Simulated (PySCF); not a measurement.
**Calculated NMR parameters of C=Cc1oc(C)cp1**

| Property | Result |
| --- | --- |
| Formula | C6H7OP |
| SMILES | C=Cc1oc(C)cp1 |
| InChI | InChI=1S/C6H7OP/c1-3-6-7-5(2)4-8-6/h3-4H,1H2,2H3 |
| Point group of the computed structure | C1 |
| Carbon signals | 6 |
| Proton signals | 5 |

Bonds (- single, = double, # triple, : aromatic): C1=C2 1.331 Å, C2-C3 1.437 Å, C3:O4 1.351 Å, O4:C5 1.338 Å, C5-C6 1.490 Å, C5:C7 1.360 Å, C7:P8 1.762 Å, P8:C3 1.731 Å. C1 carries H9, H10; C2 carries H11; C6 carries H12, H13, H14; C7 carries H15. H9 is cis to C3; H10 is trans to C3.

Calculated, not measured (PySCF 2.14.0 with density-fitted response routines): PBE0/pcSseg-1 with gauge-including orbitals, GFN2-xTB structure. One conformer, averaged over atoms made equivalent by symmetry, fast rotation or ring inversion, non-relativistic, gas phase.

Scale: 1H (31.72 ppm) and 13C (186.93 ppm) vs TMS; 31P (318.38 ppm) vs H3PO4; 17O (336.08 ppm) against H2O (reference shieldings calculated alike).

```tsv
carbon	δC, type	δH (multiplicity)	HMBC from (2–3 bonds)	span of the C tensor (ppm)
C1	118.9, CH2	H9 6.69 (m); H10 5.48 (m)	H11	209
C2	137.9, CH	6.91 (m)	H9, H10	212
C3	205.1, C	–	H15, H11, H9, H10	237
C5	162.9, C	–	H15, H12/H13/H14	157
C6	18.2, CH3	2.54 (s)	H15	34
C7	129.4, CH	6.93 (m)	H12/H13/H14	197
```

Other nuclei:
```csv
atoms,nucleus,environment,δ (ppm),σ (ppm)
P8,31P,"phosphorus bonded to 2 C, in a 5-membered ring",131.5,186.9
O4,17O,aromatic ring oxygen,359.6,-23.5
```

δC 205.1, 162.9: substituted aromatic carbon next to the ring oxygen. δC 137.9: alkene CH; an sp2 carbon of a C=C bond. δC 129.4: aromatic CH; the aromatic region. δC 118.9: terminal =CH2 carbon; the olefinic region. δH 6.91: hydrogen on an alkene CH; olefinic region.

Splittings by 31P in the carbon and heteronuclear signals aren't shown, as no couplings were computed. Shifts are as computed. Against solution values, carbons near 30 ppm lie about +3 ppm off and those near 130 ppm about +5 ppm. Of 1211 compounds with measured shifts, 218 miss one by over three times the rms of a fit or turn the order of signals round; such compounds aren't used in these exercises. Unscaled 17O shifts of doubly bonded oxygen tend to come out too high, by tens of ppm or more. Experimental scales use liquid or dissolved standards, which lie at an offset from isolated H2O (liquid H2O: subtract about 36 ppm) and H3PO4. No couplings were computed; multiplicities are counted from neighbouring protons, with m where these are inequivalent, close in shift, in a saturated or five-membered ring or joined by F or P, and br s for small geminal =CH2 splittings.
